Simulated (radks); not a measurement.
The tungsten ion W10+, configuration [Kr] 4d10 4f14 5s2 5p2. All-electron calculation, non-relativistic Kohn-Sham, PBE, spin-polarised, spherical densities, point nucleus; open shells are filled with parallel spins first (spin-orbit coupling, left out, can overturn this in heavy ions); relativity is left out, which matters for an element this heavy. Program: a radial shooting solver on a logarithmic mesh with Libxc functionals. Some entries of the table are withheld. Estimate them.

orbital,occ.,eigenvalue (eV),<r^2> (bohr^2),r(max) (bohr)
1s up,1,-63919.18,0.0005600,0.01358
1s down,1,-63918.94,0.0005600,0.01358
2s up,1,-10644.56,0.008765,0.07399
2s down,1,-10644.44,0.008765,0.07399
2p up,3,-10210.44,0.006481,0.05744
2p down,3,-10210.24,0.006481,0.05744
3s up,1,-2555.723,0.05495,0.2032
3s down,1,-2555.606,0.05495,0.2032
3p up,3,-2354.472,0.05082,0.1915
3p down,3,-2354.315,0.05082,0.1915
3d up,5,-1979.375,0.03952,0.1511
3d down,5,-1979.213,0.03952,0.1511
4s up,1,-641.5949,0.2701,0.4573
4s down,1,-641.2852,0.2698,0.4573
4p up,3,-557.4246,0.2799,0.4581
4p down,3,-557.0802,0.2795,0.4582
4d up,5,-403.9958,0.3033,0.4545
4d down,5,-403.5758,0.3024,0.4545
5s up,1,-215.6621,1.297,1.016
5s down,1,-212.5663,1.296,1.012
4f up,7,-203.0687,0.3940,0.4207
4f down,7,-202.3547,0.3882,0.4203
5p up,2,-187.9940,1.465,(1)
5p down,0,-184.8665,1.469,(2)

Answer. 
(1) 5p up r(max) (bohr): 1.071
(2) 5p down r(max) (bohr): 1.068
